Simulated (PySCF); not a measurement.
**Palladium: a sound run and one with changed settings**

Sound run: Pd⁺ [Kr] 4d9, Pd²⁺ [Kr] 4d8. Computed with PySCF 2.14 in aug-cc-pVDZ-PP with ECP28MDF, with scalar relativity through the core potential. The sound run starts from symmetry-adapted Hartree-Fock orbitals and uses a fine grid where one is needed.

Changed run: initial guess atom, at most 5 SCF cycles. This setting is unsound on purpose.

```
species  method  sound run (hartree)  changed run (hartree)  converged
    Pd⁺     UHF           -126.37647             -126.37640         no
    Pd⁺    MN15           -126.87823             -126.87927         no
    Pd⁺   B3LYP           -127.17376             -127.17399         no
   Pd²⁺     UHF           -125.73796             -125.73796         no
   Pd²⁺    MN15           -126.14080             -126.14080         no
   Pd²⁺   B3LYP           -126.45462             -126.45462         no
```

The SCF was stopped early; the energies are upper bounds that still move, and correlated levels were skipped or rest on poor orbitals.
